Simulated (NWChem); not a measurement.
Species: C3H7NSi; SMILES C[Si@@H]1C=NC1

```xyz
12

C     -0.0385     2.0698     0.5399
Si    -0.0111     0.4899    -0.4710
C     -1.0934    -0.9710     0.0389
N     -0.1252    -1.7657     0.3325
C      1.0995    -0.9695     0.0736
H     -0.9238     2.6767     0.2929
H     -0.0589     1.8494     1.6176
H      0.8543     2.6792     0.3267
H     -0.0062     0.8382    -1.9298
H     -2.1392    -1.2990     0.1363
H      1.7423    -1.4626    -0.6739
H      1.6976    -0.8583     0.9933
```
Atoms are numbered in this order, from 1.

Structure relaxed at the PBE0/def2-SVP level. No frequency run checked for a minimum.

Problem. Give the principal values of the shielding tensors (ppm) of C1, Si2, C3, N4, C5 from B3LYP/6-311G** (spherical d), GIAO (NWChem), with their diamagnetic and paramagnetic parts as GIAO splits them.

Solution. 
```
atom     σ11     σ22    σ33  isotropic  diamagnetic  paramagnetic
----  ------  ------  -----  ---------  -----------  ------------
C1     180.6   185.9  187.3      184.6        250.1         -65.5
Si2    235.8   325.3  416.2      325.7        878.5        -552.7
C3    -133.3   -15.4  110.5      -12.8        254.6        -267.3
N4    -782.0  -170.9  168.9     -261.3        323.2        -584.5
C5     103.7   115.5  171.7      130.3        248.2        -117.9
```
